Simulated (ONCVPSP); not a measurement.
cadmium, ONCV: configuration errors across variants

Cd, optimised norm-conserving Vanderbilt (ONCV), made with ONCVPSP 4.0.1 (PBE, scalar-relativistic). Core [Ar] 3d10, reference 4s2 4p6 4d10 5s2. Waves: 4s+5s: rc 1.45 bohr, ncon 4, nbas 8, qcut 9.6 1/bohr, 2 projectors; 4p: rc 1.40 bohr, ncon 5, nbas 10, qcut 9.6 1/bohr, 2 projectors, debl 3.3 Ha; 4d: rc 1.60 bohr, ncon 4, nbas 9, qcut 11.8 1/bohr, 1 projector. Local part: polynomial inside 0.90 bohr (lpopt 5, dvloc0 0 Ha). Core correction: none.

All-electron excitation energies from the reference (eV): (1) 4s2 4p6 4d10 5s1 9.273; (2) 4s2 4p6 4d10 5s0 26.399; (3) 4s2 4p6 4d9 5s0 64.408; (4) 4s2 4p6 4d9 5s2 5p1 12.646.

Errors AE − PS in meV (a dash: test not solved or not reliable):

```tsv
change	(1)	(2)	(3)	(4)	bound ghosts	GHOST(+) flags above zero
base	-1.6	-5.1	-7.3	+0.9	none	s
all radii scaled by about 1.19 (s 1.72, p 1.66, d 1.90 bohr); local potential polynomial inside 1.06 bohr (lpopt 5, dvloc0 0 Ha)	-1.8	-6.0	-15	+4.0	none	s
d: nproj 2	-1.6	-5.1	-10	-0.6	none	s
local potential polynomial inside 0.90 bohr (lpopt 5, dvloc0 2 Ha)	-1.6	-5.1	-7.5	+0.8	none	s
s: qcut 7.1; p: qcut 7.1; d: qcut 8.8	-1.7	-5.8	-12	+1.6	none	s
p: rc 1.1	-1.6	-4.9	-7.5	+0.8	none	s
p: qcut 11.5	-1.6	-5.0	-7.4	+0.9	none	s
```

(1) Give the same row for: core correction Teter function fitted to the true core (icmod 2), fcfact 0.75.

Results:

(1) -1.8, -6.2, -7.9, +0.9; bound ghosts: none; GHOST(+) flags above zero: s.
